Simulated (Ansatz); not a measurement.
Gas-phase electronic energies from Ansatz, PBE0-D4/def2-TZVP geometries. CBS: MP2 limit from def2 TZ/QZ plus the TZ coupled-cluster correction, frozen cores. DFT in def2-TZVPP. B3LYP here is the variant with VWN-RPA as its local correlation; programs differ in this. For Ge outer-core shells are correlated without core-valence functions, which leaves a few kJ/mol of doubt a bond. Scalar relativity is left out up to krypton. One conformer a species, not always the lowest.

Reaction (ligand exchange at a Ge–S bond): `O[SiH](F)[S][GeH3]` + `O[SiH2]S` → `O[SiH2][S][GeH3]` + `O[SiH](F)S`

```
         level  ΔE (eV)
     r2SCAN-D4     0.03
       PBE0-D4     0.03
      B3LYP-D4     0.04
       ωB97X-V     0.04
       ωB97M-V     0.04
MP2/def2-QZVPP     0.03
  HF/CBS(def2)     0.04
CCSD/CBS(def2)     0.03
```

(1) What does CCSD(T)/CBS give? (Estimate.)

Largest T1 diagnostic among the species: 0.012.

## Answers

(1) Computed: +0.03 eV. The listed levels differ from it by 0.00, 0.00, 0.01, 0.01, 0.01, 0.00, 0.01, 0.00 eV.
